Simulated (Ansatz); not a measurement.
Reaction (ligand exchange at the In–I bond): `[CH3][In]([CH3])[I]` + H–F → `[CH3][In]([CH3])[F]` + HI

Program: Ansatz. Geometries: PBE0-D4/def2-TZVP. ΔE: electronic, gas phase. CCSD(T)/CBS is the MP2 limit (def2-TZVPP, def2-QZVPP) plus CCSD(T) − MP2 in def2-TZVPP, frozen cores. This one scheme is used for every species. DFT in def2-TZVPP. def2 core potentials past Kr. For I, In outer-core shells are correlated without core-valence functions, which leaves a few kJ/mol of doubt a bond.

`[CH3][In]([CH3])[I]`:

Cartesian coordinates in Å:
```
C -0.560 1.815 -0.688
In 0.333 0.114 0.254
C -0.005 -1.998 0.297
I 2.465 0.813 1.766
H -1.552 1.584 -1.077
H -0.625 2.628 0.035
H 0.082 2.136 -1.510
H 0.774 -2.488 -0.290
H 0.070 -2.347 1.326
H -0.981 -2.258 -0.113
```

H–F:

Z-matrix (Å, degrees):
```
F
H 1 0.920
```

`[CH3][In]([CH3])[F]`:

```xyz
10

C     1.067   -1.697    0.417
In    0.293    0.225   -0.081
C    -1.490    1.372   -0.299
F     1.826    1.402   -0.511
H     0.281   -2.405    0.676
H     1.632   -2.075   -0.436
H     1.752   -1.587    1.259
H    -2.385    0.792   -0.078
H    -1.435    2.229    0.374
H    -1.540    1.745   -1.323
```

HI:

Z-matrix (Å, degrees):
```
I
H 1 1.610
```

```tsv
level	ΔE (kcal/mol)
r2SCAN	17.3
CCSD/def2-TZVPP	19.2
```

**Question.** What does CCSD(T)/CBS give? (An estimate is asked.)

**Answer.** The calculation gave: +20.6 kcal/mol. The listed levels differ from it by -3.3, -1.4 kcal/mol.

Largest T1 diagnostic among the species: 0.014.

The D4 term adds +1.6 kcal/mol with B3LYP and +1.0 kcal/mol with PBE0; it sums over pairs of atoms, weighted by their polarisabilities, and B3LYP, whose exchange is more repulsive, gets the larger term. From r2SCAN to r2SCAN0 (25 % exact exchange), in def2-TZVPP and without D4, ΔE moves by +2.7 kcal/mol. Leaving LDA and LC-ωPBE aside and taking each functional with its dispersion term where it has one, the values, not all of them listed here, spread over 7.0 kcal/mol, from BLYP-D4 to PBE-QIDH. LDA lies +1.5 kcal/mol from PBE without D4.

B3LYP here is the variant with VWN-RPA as its local correlation; programs differ in this.

CCSD(T)/CBS has its own doubt, a few kJ/mol and more with outer-core shells, so smaller differences from it don't rank the levels.
